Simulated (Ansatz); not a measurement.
Start from `BCC(C)C` and change one atom or group to get `CC(C)CF`.

Ansatz, PBE0-D4/def2-TZVP geometries, multiplicity 1. Each molecule was computed in one conformer, which needn't be the lowest.

```json
{"property": "LUMO energy (PBE0/def2-TZVPP) / eV", "`BCC(C)C`": "-1.21"}
{"property": "HOMO–LUMO gap (PBE0/def2-TZVPP) / eV", "`BCC(C)C`": "7.45"}
{"property": "zero-point energy (PBE0-D4/def2-TZVP) / kJ/mol", "`BCC(C)C`": "370.7"}
{"property": "LUMO energy (PBE/def2-TZVPP) / eV", "`BCC(C)C`": "-2.25"}
{"property": "HOMO–LUMO gap (ωB97M-V/def2-TZVPP) / eV", "`BCC(C)C`": "11.66"}
{"property": "HOMO–LUMO gap (B3LYP/def2-TZVPP) / eV", "`BCC(C)C`": "7.02"}
```

Problem. What does the change do to each property? (Estimate.)

Solution. The calculation gave: 
```csv
property,`CC(C)CF`,shift
LUMO energy (PBE0/def2-TZVPP) / eV,1.10,2.31
HOMO–LUMO gap (PBE0/def2-TZVPP) / eV,10.16,2.71
zero-point energy (PBE0-D4/def2-TZVP) / kJ/mol,327.8,-42.9
LUMO energy (PBE/def2-TZVPP) / eV,0.30,2.55
HOMO–LUMO gap (ωB97M-V/def2-TZVPP) / eV,13.96,2.30
HOMO–LUMO gap (B3LYP/def2-TZVPP) / eV,9.61,2.59
```

With PBE0 the HOMO falls by 0.39 eV and the LUMO rises by 2.31 eV, so the gap widens by about 2.70 eV. PBE moves the HOMO by -0.17 eV and ωB97M-V by -0.46 eV. The zero-point energy changes by -42.9 kJ/mol with -6 modes.

B3LYP here is the variant with VWN-RPA as its local correlation; programs differ in this.
